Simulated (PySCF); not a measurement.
# Reading the logs of faulty runs: BFH4OSi

All numbers below are calculated, not measured. The program is PySCF 2.14.0, an open-source quantum chemistry code, run on an isolated molecule that a program drew, which may never have been made. The molecule is BFH4OSi (charge 0, singlet), drawn as the SMILES string `FBO[SiH3]`.

Each row is a Hartree-Fock (HF) and frozen-core CCSD(T) single point in the cc-pV(D+d)Z basis, meant for a local HF minimum. Run 1 is clean. Each other run has one planted mistake out of seven kinds, and not every kind appears here: one electron removed, one electron added, multiplicity raised by two, geometry at a saddle point, minimal basis STO-3G, one bond length entered in bohr, all coordinates scaled. The reference is restricted for singlets and unrestricted otherwise, and also for a bond in bohr. Adding or removing an electron swaps singlet and doublet. Electrons count all cores. HOMO and LUMO are orbital energies over both spins, the gradient is its largest component, and the lowest frequency (negative if imaginary) is given only where the gradient is small. Bond lengths are over the 7 bonds as drawn. T1 is the CCSD diagnostic: over 0.02 (restricted) or 0.045 (unrestricted) a single reference is doubtful.

Geometry of the clean run:
```xyz
8
BFH4OSi, angstrom
F    -1.5605   -0.4070    2.1349
B    -1.7270   -0.4527    0.8087
O    -0.7470   -0.0169    0.0087
Si    0.7718    0.6296    0.2655
H    -2.7510   -0.8835    0.3760
H     1.6111   -0.3408    0.9931
H     0.6577    1.8819    1.0364
H     1.3394    0.8990   -1.0659
```

| run | electrons | basis functions | <S^2> | HOMO (eV) | LUMO (eV) | gradient (hartree/bohr) | lowest frequency (cm^-1) | mean bond (Å) | longest bond (Å) | T1 | HF (hartree) | CCSD(T) (hartree) | mistake |
|---|---|---|---|---|---|---|---|---|---|---|---|---|---|
| 1 | 40 | 85 | 0.000 | -13.02 | 3.82 | 5.2e-06 | 72 | 1.4229 | 1.671 | 0.0135 | -490.40784 | -491.00622 | no fault |
| 2 | 41 | 85 | 0.756 | 2.79 | 8.46 | 8.1e-02 | - | 1.4229 | 1.671 | 0.0167 | -490.28552 | -490.90404 | one electron added |
| 3 | 40 | 28 | 0.000 | -9.88 | 9.37 | 2.5e-02 | - | 1.4229 | 1.671 | 0.0159 | -484.32026 | -484.50147 | minimal basis STO-3G |
| 4 | 40 | 85 | 2.011 | -4.08 | -3.82 | 1.1e-01 | - | 1.4229 | 1.671 | 0.0408 | -490.09394 | -490.69873 | ? |

**Which mistake was planted in run 4, and what did it cost?**

Electrons, basis and geometry are unchanged, and <S^2> is 2.011, beside S(S+1) = 2.00 for a multiplicity of 3. So the mistake is: multiplicity raised by two. Subtracting run 1 and multiplying by 627.51 kcal/mol a hartree, the energy moved by 197.0 kcal/mol in HF and 193.0 kcal/mol in CCSD(T).

Cautions from the logs. Run 2: the HOMO is above zero, so the electron isn't bound and the energy depends on the basis.
